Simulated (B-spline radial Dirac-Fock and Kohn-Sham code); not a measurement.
Form factor and incoherent scattering function of Bi⁷⁰⁺

System: bismuth as Bi⁷⁰⁺, [Ne] 3s2 3p1.

The computed values come from an atomic code on a B-spline grid: relativistic Hartree-Fock (Dirac-Fock) wave functions, averaged over the configuration. f₀ is the Fourier transform of the spherical electron density, S the Waller-Hartree incoherent function, and s = sin θ/λ. The electron scattering factor follows from the Mott-Bethe formula f_e = 0.023934 Å⁻¹·(Z − f₀)/s².

| s (Å⁻¹) | f₀ | S | f_e (Å) |
| --- | --- | --- | --- |
| 0 | 13.000 | 0.000 | – |
| 0.05 | 12.998 | 0.003 | 670.173 |
| 0.1 | 12.991 | 0.013 | 167.559 |
| 0.15 | 12.980 | 0.029 | 74.483 |
| 0.2 | 12.964 | 0.052 | 41.906 |
| 0.25 | 12.944 | 0.081 | 26.827 |
| 0.3 | 12.920 | 0.116 | 18.637 |
| 0.35 | 12.891 | 0.158 | 13.698 |
| 0.4 | 12.858 | 0.205 | 10.492 |
| 0.45 | 12.821 | 0.258 | 8.295 |
| 0.5 | 12.779 | 0.316 | 6.723 |
| 0.6 | 12.685 | 0.449 | 4.675 |
| 0.7 | 12.575 | 0.600 | 3.440 |
| 0.8 | 12.451 | 0.769 | 2.638 |
| 0.9 | 12.313 | 0.951 | 2.089 |
| 1 | 12.163 | 1.146 | 1.695 |
| 1.1 | 12.001 | 1.351 | 1.404 |
| 1.2 | 11.830 | 1.563 | 1.183 |
| 1.4 | 11.461 | 1.999 | 0.874 |
| 1.6 | 11.067 | 2.439 | 0.673 |
| 1.8 | 10.656 | 2.870 | 0.534 |
| 2 | 10.238 | 3.282 | 0.435 |
| 2.5 | 9.208 | 4.205 | 0.283 |
| 3 | 8.262 | 4.983 | 0.199 |
| 3.5 | 7.437 | 5.659 | 0.148 |
| 4 | 6.730 | 6.274 | 0.114 |
| 5 | 5.579 | 7.387 | 0.074 |
| 6 | 4.634 | 8.353 | 0.052 |

f₀ starts at the number of electrons, 13, and has fallen to half at s ≈ 4.20 Å⁻¹. The sum of ⟨r²⟩ over the electrons is 0.1219 bohr². For an ion f_e diverges as s goes to zero, because of the net charge.
